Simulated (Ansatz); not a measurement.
BrHMg (SMILES [MgH][Br]) moved off its minimum; all values from Ansatz (an electronic-structure program), cores frozen in correlated methods.
(charge 0, multiplicity 1)
```xyz
3

Mg     0.1686    -0.0628    -1.8367
H     -0.0099    -0.0756    -3.2682
Br     0.0290     0.1025     0.5803
```

```tsv
level	largest force (eV/Å)	on atom	rms difference from CCSD(T)/def2-TZVPPD (eV/Å)	dipole (D)
HF/def2-TZVPP	4.59	Mg1	0.051	2.60
PBE/def2-TZVPP	4.36	Mg1	0.050	2.31
r2SCAN/def2-TZVPP	4.51	Mg1	0.061	2.39
B3LYP/def2-TZVPP	4.31	Mg1	0.092	2.41
wB97M-V/def2-TZVPP	4.36	Mg1	0.105	2.50
MP2/def2-TZVPPD	4.47	Mg1	0.008	2.48
CCSD(T)/def2-TZVPPD	4.46	Mg1	0.000	2.47
```

The differences count from one level among others, with limits of its own. Forces at CCSD(T)/def2-TZVPPD (eV/Å):

```tsv
atom	Fx	Fy	Fz
Mg1	0.277	0.131	4.453
H2	-0.375	-0.071	-3.901
Br3	0.098	-0.059	-0.552
```
